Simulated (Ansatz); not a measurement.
Program: Ansatz. Geometries: PBE0-D4/def2-TZVP. ΔE: electronic, gas phase. CCSD(T)/CBS is the MP2 limit (def2-TZVPP, def2-QZVPP) plus CCSD(T) − MP2 in def2-TZVPP, frozen cores. This one scheme is used for every species. DFT in def2-TZVPP. No spin–orbit coupling; open shells (•) take unrestricted orbitals. def2 core potentials past Kr. For Sb outer-core shells are correlated without core-valence functions, which leaves a few kJ/mol of doubt a bond.

Consider the hydrogen abstraction from the Sb–H bond: `[Cl][SbH2]` + `[OH]`• → `[Cl][SbH]`• + H₂O.

`[Cl][SbH2]`:

```xyz
4

Cl    0.355   -0.936    1.649
Sb    0.522   -0.176   -0.575
H     0.273    1.469   -0.171
H    -1.150   -0.358   -0.902
```

`[OH]`•:

```xyz
2

O     0.454   -0.004   -0.174
H    -0.454    0.004    0.174
```

`[Cl][SbH]`•:

Cartesian coordinates in Å:
```
Cl -0.621 -1.428 0.674
Sb 0.586 0.573 0.463
H 0.035 0.855 -1.137
```

H₂O:

Z-matrix (Å, degrees):
```
O
H 1 0.960
H 1 0.960 2 105.1
```

```csv
species,revPBE-D4 energy (Eh)
`[Cl][SbH2]`,-701.65980
`[OH]`•,-75.74468
`[Cl][SbH]`•,-701.05237
H₂O,-76.44108
```

**Question.** Work out ΔE.

**Answer.** ΔE = (-701.05237) + (-76.44108) − (-701.65980) − (-75.74468) = -0.08897 Eh = -233.6 kJ/mol. CCSD(T)/CBS gives -239.3 kJ/mol.

Largest T1 diagnostic among the species: 0.014.

In def2-TZVPP, CCSD(T) changes the Hartree–Fock value by −61.8 kJ/mol (the triples alone add −4.3 kJ/mol) and MP2 by −88.1 kJ/mol. From BLYP to BHLYP (50 % exact exchange), in def2-TZVPP and without D4, ΔE moves by +22.0 kJ/mol. At CCSD(T), def2-SVP lies +20.1 kJ/mol from the extrapolated value and def2-TZVPP +8.8 kJ/mol.
